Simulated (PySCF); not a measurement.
Hexamethylbenzene, C12H18.
SMILES: `Cc1c(C)c(C)c(C)c(C)c1C`

The closed-shell ground state was solved at several levels (PySCF, density fitting, gas phase, non-relativistic). Isolated species at its PBE0-D3(BJ)/def2-SVP geometry, gas phase. The dipole stays under 0.02 D at every level.

| level | basis functions | HOMO (eV) | LUMO (eV) | gap (eV) |
| --- | --- | --- | --- | --- |
| B97-2/pcSseg-1 | 294 | -5.96 | 0.24 | 6.20 |
| B3LYP/pcJ-1 | 504 | -5.98 | 0.11 | 6.09 |
| CAM-B3LYP/def2-SVPD | 384 | -7.37 | 1.23 | 8.60 |

Estimate the row for PBE0/pcSseg-1, a basis of 294 functions; the other rows only guide the guess.

HOMO -6.19 eV, LUMO 0.29 eV, gap 6.48 eV.

Over all these levels, which gives the widest orbital gap and which the narrowest?

CAM-B3LYP/def2-SVPD (range-separated hybrid) has the widest, 8.60 eV, and B3LYP/pcJ-1 (global hybrid, 20 % exact exchange) the narrowest, 6.09 eV. Functional and basis both differ between the two, so the spread mixes both effects.
